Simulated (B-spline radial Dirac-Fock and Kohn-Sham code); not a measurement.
## Satellites and hypersatellites of the K lines of Hf³⁹⁺

System: Hf³⁹⁺ in the configuration [Ar] 3d10 4s2 4p3.

Calculated with a radial finite-basis atomic code, using Dirac-Fock (average of configuration) total-energy differences with a finite nucleus, the Breit interaction including its frequency dependence, and self-energy and vacuum-polarisation corrections. Each two-hole energy is an average over J within one jj subconfiguration, not an observable level; in light atoms, where LS coupling holds, the j-resolved values are not observed lines, and for a K spectator the Kα1 hypersatellite is nearly forbidden. Correlation energy is missing from these numbers.

Lines without a spectator: Kα1 (K-L3) 55797.6 eV, Kβ1 (K-M3) 63331.8 eV. Shifts in eV with one spectator hole (a dash: not computed, or left out as unreliable):

```
spectator hole      Kα1      Kβ1
        K (1s)  +1010.0  +1239.4
    M4 (3d3/2)    +2.31        –
    M5 (3d5/2)    +4.43        –
```
